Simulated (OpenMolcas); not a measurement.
A calculation on In+.

```
Program             : OpenMolcas
Method              : RASSCF
Basis               : ANO-RCC-VQZP [8s7p5d3f2g]
Scalar Hamiltonian  : DKH2, point nucleus
Active space        : 2 electrons in 9 orbitals (RAS2 5s 5p; RAS3 5d, at most 2 electrons)
State averaging     : 2S+1 = 3 even, 3 roots; 2S+1 = 1 even, 7 roots; 2S+1 = 3 odd, 3 roots; 2S+1 = 1 odd, 3 roots
Spin-orbit coupling : RASSI with atomic mean-field integrals over the reference wave functions, term energies averaged over their components
```

Task: Which level of the active space comes out lowest?

Result: 5s² ¹S₀, with 100 % of that term; it is also the measured ground level.

Task: How high does 5s 5p ³P°₀ lie?

Result: 4.4682 eV above the lowest level; measured 5.2416 eV above the ground level, so the calculation is off by -15 %.

Task: How high does 5s 5p ³P°₂ lie?

Result: 4.8396 eV above the lowest level; measured 5.6821 eV above the ground level, so the calculation is off by -15 %.

Task: How high does 5s 5p ³P°₁ lie?

Result: 4.5850 eV above the lowest level; measured 5.3748 eV above the ground level, so the calculation is off by -15 %.

Task: The level at 11.2412 eV has J = 2. What is it made of, and what is its g factor?

Result: 98 % 5p² ¹D₂, 2 % 5p² ³P; g = 1.010, against 1.000 from Landé's formula for the pure leading term.

Measured values: NIST Handbook of Basic Atomic Spectroscopic Data.

Without dynamic correlation excited terms often stand tens of per cent too high (terms of higher spin than the ground term too low), and those without a measured partner can miss by more than the paired ones. Configurations are named by rounded mean occupations; where the s occupation lies near a half they are strongly mixed, a name can repeat and a true partner stay unpaired. Some terms take much of their weight from 5d, a shell meant for correlation, so their names are nominal. Some terms mix strongly with configurations of 5d, whose occupation reaches 0.38 (5p² ¹D). Measured partners are found by configuration, term and J. A level has none where our copy of the source lacks it or the pairing is in doubt (some pairs that miss far off the trend of their configuration count as doubtful), and it then counts in no deviation. Levels of configurations outside the active space are missing.

° marks odd parity.
